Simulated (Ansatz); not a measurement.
Compare A (`[NH2][SnH]([F])[O][SiH3]`) with its isomer B (`[NH2][SnH]([OH])[SiH2]F`).

Isolated molecules relaxed with PBE0-D4/def2-TZVP in Ansatz; ΔE leaves out vibrations. CBS: MP2 limit from def2 TZ/QZ plus the TZ coupled-cluster correction, frozen cores. Functionals use def2-TZVPP. B3LYP here is the variant with VWN-RPA as its local correlation; programs differ in this. def2 core potentials past Kr. For Sn outer-core shells are correlated without core-valence functions, which leaves a few kJ/mol of doubt a bond. One conformer a species, not always the lowest.

Task: Which isomer does CCSD(T)/CBS put lower? Give the gap. (Estimate.)

Result: Ansatz gave: A, by 8.1 kcal/mol.

Task: Give E(B) − E(A) in kcal/mol with PBE0-D4, B2PLYP, B3LYP-D4, CCSD(T)/def2-TZVPP, CCSD/def2-TZVPP, ωB97M-V, HF/def2-TZVPP. (Estimate.)

Result: The calculation gave: PBE0-D4 4.6, B2PLYP 8.2, B3LYP-D4 7.2, CCSD(T)/def2-TZVPP 8.1, CCSD/def2-TZVPP 8.3, ωB97M-V 7.8, HF/def2-TZVPP 12.6. None reverses the order clearly.

Largest T1 diagnostic: 0.014.

From PBE to PBE0 (25 % exact exchange), in def2-TZVPP and without D4, E(B) − E(A) moves by +1.1 kcal/mol. In def2-TZVPP, CCSD(T) changes the Hartree–Fock value by −4.5 kcal/mol (the triples alone add −0.2 kcal/mol) and MP2 by −4.3 kcal/mol.
